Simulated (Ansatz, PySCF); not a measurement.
Gas-phase reaction in SMILES: CCCCCSC + 6 [H][H] (H2) → 6 C (CH4) + S (H2S)
Structures are relaxed separately at B3LYP-D3(BJ)/def2-TZVP in Ansatz (a first-principles code), one conformer each, not searched for the lowest.

Quantity: energy of full hydrogenation (enthalpy at 298 K, with B3LYP-D3(BJ) rigid-rotor harmonic-oscillator terms from PySCF), in kcal/mol. Cores are frozen in the correlated levels unless marked. No spin-orbit coupling. Non-relativistic unless marked X2C. Basis-set limits of correlation are two-point, X^-3; Hartree-Fock from the larger set. The bracket is a focal-point correction in the basis named.

| level | program | energy of full hydrogenation (kcal/mol) | minus last row |
|---|---|---|---|
| BLYP-D4/def2-TZVPD | Ansatz + dftd4 | -80.2 | 1.4 |
| BHLYP/def2-TZVPD | Ansatz | -99.0 | -17.4 |
| CAM-B3LYP-D3(BJ)/def2-TZVPD | Ansatz + dftd3 | -88.7 | -7.1 |
| B2GP-PLYP/def2-TZVPD | Ansatz | -86.3 | -4.7 |
| MP2/6-31G* | Ansatz | -65.7 | 15.9 |
| RI-MP2/aug-cc-pV(T+d)Z | Ansatz | -76.9 | 4.7 |
| RI-MP2/CBS(aug-cc-pV(T+d)Z,aug-cc-pV(Q+d)Z) | Ansatz | -76.1 | 5.5 |
| SCS-MP2/aug-cc-pV(T+d)Z | Ansatz | -81.2 | 0.4 |
| X2C-CCSD(T)/cc-pVTZ-DK | Ansatz | -84.5 | -2.9 |
| RI-MP2/CBS(aug-cc-pV(T+d)Z,aug-cc-pV(Q+d)Z)+[CCSD(T)-MP2]/aug-cc-pV(T+d)Z | Ansatz | -81.6 | 0.0 |
